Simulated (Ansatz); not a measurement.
Program: Ansatz. Geometries: PBE0-D4/def2-TZVP. ΔE: electronic, gas phase. CCSD(T)/CBS adds triple-zeta CCSD(T) − MP2 to the extrapolated MP2 energy (def2 sets, frozen cores). DFT in def2-TZVPP. HSE06 is defined as in plane-wave codes. Elements past krypton have def2 core potentials. For Ge, Te outer-core shells are correlated without core-valence functions, which leaves a few kJ/mol of doubt a bond. Scalar relativity is left out up to krypton. One conformer a species, not always the lowest.

`[CH3][GeH2][TeH]` + `O=CO[SiH2][SiH3]` → `[CH3][GeH2][O]C=O` + `[SiH3][SiH2][TeH]`  (redistribution)

| level | ΔE (kJ/mol) |
| --- | --- |
| BLYP-D4 | 39.1 |
| r2SCAN-D4 | 36.6 |
| ωB97M-V | 39.7 |
| PBE-QIDH | 36.1 |
| r2SCANh | 37.3 |
| HSE06 | 35.3 |
| CAM-B3LYP | 41.4 |
| HF/CBS(def2) | 44.8 |

Task: What does CCSD(T)/CBS give? (An estimate is asked.)

Result: Ansatz gave: +38.3 kJ/mol. The listed levels differ from it by 0.8, -1.7, 1.4, -2.2, -1.0, -3.0, 3.1, 6.5 kJ/mol.

Largest T1 diagnostic among the species: 0.016.

In def2-TZVPP, CCSD(T) changes the Hartree–Fock value by −7.9 kJ/mol (the triples alone add −1.7 kJ/mol) and MP2 by −7.6 kJ/mol. At CCSD(T), def2-SVP lies −6.4 kJ/mol from the extrapolated value and def2-TZVPP −2.1 kJ/mol. Leaving LDA and LC-ωPBE aside and taking each functional with its dispersion term where it has one, the values, not all of them listed here, spread over 10.6 kJ/mol, from revPBE-D4 to BHLYP-D4. LDA lies +3.3 kJ/mol from PBE without D4.
